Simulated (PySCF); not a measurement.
C5H7NO2.
SMILES: `CO[C@H](C#N)CC=O`

The closed-shell SCF was solved with PySCF and density fitting under several settings on one GFN2-xTB geometry (grid level 2 and gas phase unless stated).

```csv
settings,basis functions,SCF cycles,E (Eh),HOMO (eV),LUMO (eV),dipole (D)
PBE0/pcSseg-1,171,15,-399.3938,-8.05,-1.11,3.94
PBE0/def2-SVPD,222,15,-399.1628,-8.13,-1.28,4.00
"PBE0/6-311G**, IEF-PCM methanol, fitting basis def2-qzvpp-jkfit",186,11,-399.5507,-7.74,-0.72,4.98
"PBE0/def2-SVP, IEF-PCM benzene",147,15,-399.1440,-7.81,-0.82,4.23
"PBE0/6-311G**, damping 0.2 at the start, DIIS from the seventh cycle, start guess atom",186,20,-399.5356,-7.94,-1.00,3.88
```

Task: Estimate the rows for these settings: (1) OLYP/3-21G; (2) B97-2/pcSseg-1, grid level 3, level shift 0.3 Eh.

Result: 
```tsv
settings	basis functions	SCF cycles	E (Eh)	HOMO (eV)	LUMO (eV)	dipole (D)
OLYP/3-21G	86	16	-397.5357	-5.82	-1.64	3.43
B97-2/pcSseg-1, grid level 3, level shift 0.3 Eh	171	13	-399.7067	-7.77	-1.20	3.93
```

Task: Over all rows, what range does the HOMO–LUMO gap span?

Result: From 4.18 eV (OLYP/3-21G) to 7.02 eV (PBE0/6-311G**, IEF-PCM methanol, fitting basis def2-qzvpp-jkfit). The functional of the narrowest has no exact exchange, that of the widest 25 % exact exchange.

Task: Compare two rows with the functional PBE0: PBE0/pcSseg-1 and PBE0/def2-SVPD. Which energy is lower, and by how much?

Result: PBE0/pcSseg-1 (171 functions) lies 0.2310 Eh or 145 kcal/mol below PBE0/def2-SVPD (222 functions). The smaller set gives the lower energy; the two sets aren't nested, so the variational bound doesn't order them by size.

Cycle counts include a coarse-grid stage where the run had one. All basis functions are spherical, in the Pople sets too. Geometry: GFN2-xTB, one conformer.

The values belong to the conformer `[CH3:1][O:2][C@H:3]([C:4]#[N:5])[CH2:6][CH:7]=[O:8]`: C1–O2–C3–C4 -66°, O2–C3–C6–C7 -160°, C3–C6–C7–O8 7°.
